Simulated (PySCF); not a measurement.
# Basis-set dependence of population analyses: `CNC1CCCCC1`

Compound: C₇H₁₅N.
Structure used (PBE0-D3(BJ)/def2-SVP), in Å, numbered top down from 1:
```xyz
23
C7H15N angstrom
C      2.944   -0.405    0.219
N      1.864    0.352    0.802
C      0.614    0.325    0.071
C     -0.314    1.409    0.609
C     -1.673    1.403   -0.079
C     -2.338    0.034    0.017
C     -1.421   -1.057   -0.523
C     -0.064   -1.042    0.172
H      3.870   -0.230    0.786
H      2.738   -1.485    0.275
H      3.147   -0.166   -0.849
H      2.153    1.320    0.923
H      0.776    0.531   -1.016
H      0.168    2.396    0.497
H     -0.437    1.240    1.694
H     -2.322    2.181    0.356
H     -1.544    1.669   -1.144
H     -2.572   -0.181    1.075
H     -3.300    0.034   -0.521
H     -1.277   -0.905   -1.608
H     -1.891   -2.047   -0.411
H      0.585   -1.823   -0.254
H     -0.179   -1.279    1.244
```

PBE0 throughout (PySCF), one geometry, spherical d and f functions. Geometry: PBE0-D3(BJ)/def2-SVP, one conformer, isolated molecule. Atoms taken as equivalent share a column and are averaged. The first 7 of 15 kinds of atom are listed.

Mulliken charges (e):

| basis | functions | C1 | N2 | C3 | C4/C8 | C5/C7 | C6 | H9/H10/H11 |
| --- | --- | --- | --- | --- | --- | --- | --- | --- |
| STO-3G | 55 | -0.154 | -0.333 | +0.022 | -0.143 | -0.142 | -0.142 | +0.075 |
| pcSseg-0 | 102 | -0.406 | -0.753 | -0.113 | -0.421 | -0.482 | -0.475 | +0.216 |
| 6-31G | 102 | -0.343 | -0.589 | -0.006 | -0.305 | -0.319 | -0.311 | +0.161 |
| 6-31G* | 142 | -0.379 | -0.576 | +0.023 | -0.333 | -0.329 | -0.322 | +0.165 |
| cc-pVDZ | 187 | -0.002 | -0.221 | -0.065 | -0.011 | -0.049 | -0.050 | +0.033 |
| def2-SVP | 187 | +0.037 | -0.291 | -0.051 | -0.022 | -0.046 | -0.059 | +0.030 |
| pcSseg-1 | 211 | -0.123 | -0.471 | -0.115 | -0.178 | -0.218 | -0.223 | +0.103 |
| 6-311+G(2d,p) | 306 | -0.313 | -0.205 | -0.041 | -0.250 | -0.359 | -0.258 | +0.133 |
| aug-cc-pVDZ | 319 | +0.741 | -0.393 | +0.516 | +0.661 | +0.540 | +0.593 | -0.192 |

IAO charges (e):

```csv
basis,functions,C1,N2,C3,C4/C8,C5/C7,C6,H9/H10/H11
STO-3G,55,-0.319,-0.308,-0.050,-0.254,-0.254,-0.255,+0.125
pcSseg-0,102,-0.314,-0.391,-0.017,-0.268,-0.268,-0.267,+0.130
6-31G,102,-0.331,-0.399,-0.007,-0.266,-0.262,-0.262,+0.135
6-31G*,142,-0.299,-0.405,+0.010,-0.254,-0.249,-0.248,+0.125
cc-pVDZ,187,-0.297,-0.404,+0.011,-0.255,-0.249,-0.249,+0.125
def2-SVP,187,-0.288,-0.399,+0.011,-0.250,-0.244,-0.244,+0.122
pcSseg-1,211,-0.297,-0.410,+0.007,-0.256,-0.250,-0.250,+0.126
"6-311+G(2d,p)",306,-0.308,-0.424,+0.009,-0.261,-0.256,-0.256,+0.130
aug-cc-pVDZ,319,-0.307,-0.423,+0.010,-0.261,-0.255,-0.255,+0.129
```

Some averages cover members that differ in this geometry, most widely: C4/C8, Mulliken in 6-311+G(2d,p) -0.377 to -0.123; H9/H10/H11, Mulliken in aug-cc-pVDZ -0.289 to -0.106; C5/C7, Mulliken in 6-311+G(2d,p) -0.414 to -0.303; C5/C7, Mulliken in aug-cc-pVDZ +0.505 to +0.576 e.

**Question.** Which scheme is steadiest as the basis changes?

**Answer.** Largest range over the bases for any column: IAO 0.12 e, Mulliken 1.15 e. IAO charges move least and Mulliken charges most, counted in e. Without the minimal STO-3G basis the ranges are IAO 0.04, Mulliken 1.15 e.

**Question.** How much do the charges still move between the two largest bases, 6-311+G(2d,p) and aug-cc-pVDZ?

**Answer.** At most, over all atoms: Mulliken 1.054 e, IAO 0.002 e.

**Question.** What do the same runs give for the total energy, the frontier levels and the dipole moment?

**Answer.** 
```tsv
basis	energy (Eh)	HOMO (eV)	LUMO (eV)	μ (D)
STO-3G	-326.1871	-3.45	9.42	1.01
pcSseg-0	-329.3812	-5.94	2.03	1.09
6-31G	-330.0409	-5.86	2.57	1.02
6-31G*	-330.1261	-6.03	2.60	0.84
cc-pVDZ	-330.1497	-6.11	1.84	0.74
def2-SVP	-329.8997	-6.16	1.73	0.81
pcSseg-1	-330.0885	-6.28	1.43	0.87
6-311+G(2d,p)	-330.2238	-6.35	0.28	0.86
aug-cc-pVDZ	-330.1708	-6.33	-0.07	0.84
```

The dipole is fixed by the density alone, so its range of 0.35 D shows that the density itself changes with the basis, not only its division among atoms.
